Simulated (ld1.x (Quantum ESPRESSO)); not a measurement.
Values are calculated unless marked as measured or tabulated.
# Potentials for Cu compared

Generated with ld1.x 7.5 (TM, RRKJ, ultrasoft, PAW), atompaw 4.2 or ONCVPSP 4.0.1. The cutoff is in Ry: for ld1.x and atompaw files where the sum of valence levels is converged to 10 mRy in a Bessel basis, for ONCV files where the hardest occupied wave has 1 mHa per electron of residual kinetic energy. The error is the largest all-electron minus pseudo excitation energy over each file’s own four to seven test configurations (ionisations up to +4, promotions, holes and added fractions of an electron), all of which were solved. The labels leave out finer settings (local radius, basis sizes, second energies), which also bear on the numbers. Spin-polarised tests are not counted. The rows are a selection from randomly drawn settings: files with unsolved tests, undetermined cutoffs or missed reference levels are left out.

A true bound ghost makes a file unfit for plane-wave use even where its test errors are small: the radial tests pick states by their node count and pass the ghost by.

```tsv
potential	cutoff (Ry)	largest error (meV)	bound ghosts
TM, Wu–Cohen, scalar-relativistic, rc 1.20/1.00/1.50/1.40 (spdf), local f, core correction yes, reference 3s2 3p6 3d8 4s0 4p0	140	+1345	none
TM semilocal, Wu–Cohen, scalar-relativistic, rc 1.55/2.35/1.25 (spd), local p, core correction yes, reference 3d10 4s0.5 4p0	160	-1976	none
TM, PBE, scalar-relativistic, rc 2.00/3.80/1.30 (spd), local d, core correction yes, reference 3d10 4s0.5 4p0.5	160	-1967	s, p
```

Task: Fill in the row for Cu: ultrasoft, PBE, scalar-relativistic, rc 1.10/1.15/0.95 (spd), local smoothed, core correction yes, reference 3s2 3p6 3d9 4s2 4p0.

Result: cutoff 160 Ry, largest error -46 meV, bound ghosts: none.

Task: Fill in the row for Cu: TM, PBE, scalar-relativistic, rc 1.85/2.70/1.35 (spd), local smoothed, core correction yes, reference 3d9.5 4s0 4p0.

Result: cutoff 140 Ry, largest error -116 meV, bound ghosts: none.
